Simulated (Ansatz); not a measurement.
Basis-set extrapolation for `FC[Si]1(F)CC1` (PBE0-D4/def2-TZVP geometry, frozen core, Ansatz). Multiplicity 1, RHF reference.

|  | def2-TZVPP | def2-QZVPP |
| --- | --- | --- |
| HF | -605.068071 | -605.091574 |
| MP2 correlation | -1.119638 | -1.209785 |
| CCSD(T) correlation | -1.198996 | not run |

Energies in hartree. Use E(X) = E(∞) + A·exp(−7.88·√X) for Hartree–Fock and E(X) = E(∞) + B·X^(−2.97) for correlation, with X = 3 and 4, and add CCSD(T) minus MP2 of the smaller set to the MP2 limit.

Question: What is the CCSD(T) energy at the basis-set limit?

Answer: HF limit: -605.091574 + (-0.023503) × 0.13774 = -605.09481. MP2 limit: -1.209785 + (-0.090147) × 0.74074 = -1.27656. Higher-order term: -1.198996 − (-1.119638) = -0.07936. Total: -606.45073 hartree, 115.3 kcal/mol below CCSD(T)/def2-TZVPP.
